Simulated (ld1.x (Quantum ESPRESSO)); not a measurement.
What one change does to a pseudopotential (antimony (Sb), TM)

antimony (Sb), norm-conserving Troullier–Martins (Kleinman–Bylander form), made with ld1.x (Quantum ESPRESSO) 7.5 (PBE, fully relativistic). Core [Kr] 4d10, reference 5s2 5p3. Waves: 5p (bound): rc 2.25 bohr; 5d channel at 0.05 Ry: rc 1.70 bohr; 5s (bound): rc 1.75 bohr. Local part: the s channel. Core correction: Bessel-smoothed model core inside 1.55 bohr.

Open shells are filled in proportion to 2j + 1 (rel_dist='average').

All-electron outer shells of the reference configuration (PBE, scalar-relativistic, ld1.x):

| shell | level (eV) | outermost node (bohr) | outermost maximum (bohr) |
| --- | --- | --- | --- |
| 4p | -101.79 | 0.39 | 0.76 |
| 4d | -33.51 | 0.38 | 0.84 |
| 5s | -12.83 | 0.95 | 1.90 |
| 5p | -4.83 | 1.04 | 2.35 |

Change: scalar-relativistic.

Cutoffs: the cutoffs (Ry, on a coarse ladder) from which the occupation-weighted sum of valence levels, in a spherical-Bessel basis at the reference potential, stays within 10 and 1 mRy of its value at 400 Ry; they do not see the model core or the augmentation charge, which bear on the density cutoff. Errors are all-electron minus pseudo energies relative to the spin-unpolarised reference configuration.

Task: How do hardness, ghosts and transferability respond?

Result: The potential gets neither clearly harder nor softer (25 Ry and 45 Ry → 25 Ry and 45 Ry); both files keep a bound ghost (d); of the 7 tests that both files solve, the error grows in 3 and shrinks in 0 by more than 15 % and 0.3 meV (median size 24.3 → 27.0 meV).

| quantity | base | changed |
| --- | --- | --- |
| cutoff, loose | 25 Ry | 25 Ry |
| cutoff, tight | 45 Ry | 45 Ry |
| bound ghosts | d3/2, d5/2 | d |
| error for 5s2 5p2, meV [ΔE 8.33 → 8.32 eV] | -3.5 | -5.5 |
| error for 5s2 5p1, meV [ΔE 24.32 → 24.28 eV] | -31 | -37 |
| error for 5s2 5p0, meV [ΔE 48.76 → 48.70 eV] | -126 | -138 |
| error for 5s0 5p5, meV [ΔE 16.38 → 16.43 eV] | -52 | -54 |
| error for 5s1 5p3, meV [ΔE 17.04 → 17.05 eV] | -24 | -27 |
| error for 5s2 5p2.5, meV [ΔE 3.27 → 3.26 eV] | -0.5 | -1.3 |
| error for 5s1 5p4, meV [ΔE 8.09 → 8.11 eV] | -13 | -14 |
| s: phases at 2.46 bohr within 0.05 rad from the reference energy up to (Ry; the scan ends near 5) | 2.7 | 2.7 |

 A true bound ghost makes a file unfit for plane-wave use even where its test errors are small: the radial tests pick states by their node count and pass the ghost by.
